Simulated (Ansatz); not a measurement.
Species: BPH₃, charge 0, doublet. BPH3 (SMILES [BH]P, doublet).
B3LYP-D3(BJ)/def2-TZVP minimum from Ansatz (an electronic-structure program):
```
P
H 1 1.4082
H 1 1.4157 2 99.83
B 1 1.8225 2 105.56 3 -112.21
H 4 1.1822 1 136.05 2 154.84
```
Charge 0, spin multiplicity 2.

Total energies in cc-pV(T+d)Z, 11 correlated electrons, 6 frozen orbitals. UHF or UKS for unpaired electrons; spin-orbit terms are left out. Cores are frozen in correlated methods. No relativity.

```
method    program  energy (Eh)  minus CCSDT(Q) (mEh)
--------  -------  -----------  --------------------
HF         Ansatz   -367.11326                284.08
MP2        Ansatz   -367.34755                 49.78
CCSD       Ansatz   -367.38398                 13.36
CCSD(T)    Ansatz   -367.39529                  2.05
CCSDT(Q)   Ansatz   -367.39733                  0.00
```
